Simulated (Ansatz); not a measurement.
Relaxation of ClH7OW (10 atoms, charge 0, multiplicity 1), to a largest force component of 0.03 eV/Å in at most 50 steps.

Level of theory: RKS BLYP-D4/def2-SVP in Ansatz 0.2.0.

```xyz
10
Properties=species:S:1:pos:R:3
W -0.411 0.211 0.308
H 0.245 0.296 1.899
H 0.941 -0.796 0.568
H -0.263 1.623 -0.652
O -2.251 -0.204 0.424
H -2.749 -0.983 0.108
H -0.374 -1.268 -0.482
H 0.599 0.079 -1.054
Cl 2.419 2.228 1.182
H 1.827 1.272 1.917
```

Where does it end, and by what steps?

It converged. After 13 steps the energy has fallen by 0.129 eV; Cl9 moved furthest, 0.64 Å. Joined: W1–Cl9 (3.58 → 2.93 Å).

```csv
step,energy less start (eV),largest force component (eV/Å),accepted
0,0.0000,0.652,yes
1,-0.0397,0.320,yes
2,-0.0517,0.246,yes
3,-0.0305,0.363,no
4,-0.0645,0.219,yes
5,-0.0656,0.181,yes
6,-0.0677,0.141,yes
7,-0.0721,0.456,yes
8,-0.0987,0.159,yes
9,-0.1086,0.407,yes
10,-0.1101,0.755,yes
11,-0.0988,0.476,no
12,-0.1286,0.039,yes
13,-0.1292,0.012,yes
```

```xyz
10
Properties=species:S:1:pos:R:3
W -0.377 0.225 0.333
H 0.126 0.155 1.977
H 0.957 -0.802 0.608
H -0.252 1.643 -0.632
O -2.233 -0.162 0.381
H -2.753 -0.908 0.031
H -0.372 -1.235 -0.499
H 0.713 0.095 -0.970
Cl 1.848 2.029 0.971
H 2.327 1.419 2.019
```

Time of the run: 33 s on 2 threads of Arm Neoverse V2, on a shared host, peak memory 0.14 GiB.
